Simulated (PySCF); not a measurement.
**Magnetisability and related constants of `InChI=1S/C6H9FO/c1-8-6(7)5-3-2-4-5/h3,6H,2,4H2,1H3/t6-/m0/s1`**

Computed, not measured: GIAO HSE06/3-21G magnetisability, rotational g tensor and spin-rotation constants, non-relativistic, gas phase in PySCF 2.14.0. Geometry: GFN2-xTB.

Input:
```
{"job": {"kind": "mag", "xc": "HSE06", "basis": "3-21G"}, "charge": 0, "multiplicity": 1}
C      2.941316     0.366468     0.344947
O      1.541188     0.316051     0.541655
C      0.821604    -0.044809    -0.569831
F      0.936087     0.953917    -1.544071
C     -0.612913    -0.219078    -0.209961
C     -1.471368    -1.237019    -0.253231
C     -2.610641    -0.436784     0.313869
C     -1.614129     0.749965     0.361938
H      3.372606     0.611562     1.312477
H      3.320519    -0.603419     0.003589
H      3.207878     1.135403    -0.385467
H      1.227368    -0.952449    -1.058131
H     -1.403683    -2.262381    -0.567725
H     -2.969789    -0.771078     1.285101
H     -3.456619    -0.298932    -0.356527
H     -1.861633     1.587510    -0.286650
H     -1.374788     1.117105     1.357031
```
Coordinates are in Å.

Command: `OMP_NUM_THREADS=1 python excited_run.py task.json out`

Question: Show the output.

Answer: Atoms count from 0.
```
coarse grid: 14272 points
cycle   1  E = -406.2435585690  dE =  1.020e+00  |g| = 6.862e-01  |ddm| = 4.114e+00
cycle   2  E = -406.1703353224  dE =  7.322e-02  |g| = 9.664e-01  |ddm| = 1.578e+00
cycle   3  E = -406.3337261172  dE = -1.634e-01  |g| = 5.156e-02  |ddm| = 8.969e-01
cycle   4  E = -406.3341354819  dE = -4.094e-04  |g| = 3.262e-02  |ddm| = 1.056e-01
cycle   5  E = -406.3343596384  dE = -2.242e-04  |g| = 9.519e-03  |ddm| = 4.357e-02
cycle   6  E = -406.3343810656  dE = -2.143e-05  |g| = 2.189e-03  |ddm| = 1.254e-02
cycle   7  E = -406.3343821980  dE = -1.132e-06  |g| = 9.522e-04  |ddm| = 3.788e-03
final grid: 138408 points
cycle   8  E = -406.3859907534  dE = -3.861e-05  |g| = 8.919e-03  |ddm| = 2.783e-02
cycle   9  E = -406.3859798628  dE =  1.089e-05  |g| = 1.222e-02  |ddm| = 1.988e-02
cycle  10  E = -406.3860051371  dE = -2.527e-05  |g| = 7.969e-04  |ddm| = 1.183e-02
cycle  11  E = -406.3860052717  dE = -1.346e-07  |g| = 2.167e-04  |ddm| = 1.008e-03
cycle  12  E = -406.3860052794  dE = -7.658e-09  |g| = 1.252e-04  |ddm| = 3.258e-04
cycle  13  E = -406.3860052831  dE = -3.759e-09  |g| = 2.307e-05  |ddm| = 1.527e-04
cycle  14  E = -406.3860052833  dE = -1.133e-10  |g| = 7.788e-06  |ddm| = 3.398e-05
converged SCF energy = -406.3860052833

Magnetisability tensor (1e-30 J/T^2)
    -1194.13        0.04        9.68
        0.04    -1112.11       34.39
        9.68       34.39    -1142.40
isotropic -1149.54   principal values   -1196.46  -1162.77  -1089.40
isotropic susceptibility -69.227 1e-6 cm^3/mol

Inertial axes            a          b          c
rot. const./GHz      4.6219     1.1799     1.1199
chi total           -71.835    -69.935    -65.912
chi diamagnetic    -355.255  -1140.525  -1175.186
chi paramagnetic    283.420   1070.590   1109.275
quadrupole/D A        8.604     -8.499     -0.105
g nuclear            0.5877     0.5909     0.5765
g electronic        -0.6154    -0.5935    -0.5836
g total             -0.0277    -0.0025    -0.0071

Spin-rotation constants (kHz, H = +C I.J)
atom  isotope        aa         bb         cc
  3    19F        3.625      0.719      0.551
  8     1H       -0.450     -0.015     -0.075
  9     1H       -0.508     -0.136      0.036
 10     1H       -0.404      0.007     -0.105
 11     1H       -0.353     -0.145      0.057
 12     1H       -0.460     -0.147      0.090
 13     1H       -0.386     -0.004     -0.128
 14     1H       -0.162     -0.057     -0.132
 15     1H       -0.552     -0.002     -0.082
 16     1H       -0.519     -0.051     -0.042
  0    13C*       0.478      0.227      0.186
  1    17O*      -0.621     -0.069     -0.067
  2    13C*       1.160      0.248      0.259
  4    13C*       1.545      0.159      0.420
  5    13C*       1.483      0.141      0.395
  6    13C*       0.681      0.127      0.118
  7    13C*       0.501      0.137      0.158
* in the singly substituted isotopologue
```

It took 31 s wall time on 1 thread of an Arm Neoverse N1, shared host, peak memory 0.61 GiB.
